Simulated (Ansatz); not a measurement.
H7NSSi2 (`[SiH3]N[SiH2]S`), relaxed with RKS PBE0-D4/def2-TZVP in the Gaussian-basis code of Ansatz from a PBE-D4/def2-SVP geometry. The force threshold is 0.005 eV/Å; the program also tests the step.

The species carries charge 0 and has multiplicity 1.

Start:

```xyz
11

Si    0.603   -0.952   -1.413
N     0.548   -0.463    0.274
Si   -0.761    0.289    1.157
S    -0.388    2.347    1.727
H    -0.759   -0.691   -1.990
H     1.633   -0.172   -2.195
H     0.941   -2.414   -1.563
H     1.432   -0.539    0.791
H    -0.980   -0.365    2.492
H    -1.970    0.164    0.277
H    -0.300    2.796    0.442
```

Task: By how much does the energy fall, and how many steps does the optimiser take? (An estimate is asked.)

Result: Computed: 0.06 eV, in 12 steps.

Task: Which bonds change most? (Best estimate.)

Result: Computed: Si3–S4 from 2.168 to 2.138 Å; N2–Si3 from 1.748 to 1.718 Å; Si1–N2 from 1.758 to 1.729 Å; Si1–H6 from 1.509 to 1.488 Å.

Task: Give the relaxed structure. (Estimate.)

Result: Computed: 
```xyz
11

Si    0.588   -0.965   -1.393
N     0.563   -0.382    0.234
Si   -0.748    0.284    1.121
S    -0.408    2.291    1.775
H    -0.755   -0.715   -1.972
H     1.620   -0.259   -2.199
H     0.890   -2.421   -1.460
H     1.450   -0.396    0.721
H    -0.988   -0.421    2.405
H    -1.931    0.192    0.234
H    -0.280    2.792    0.534
```
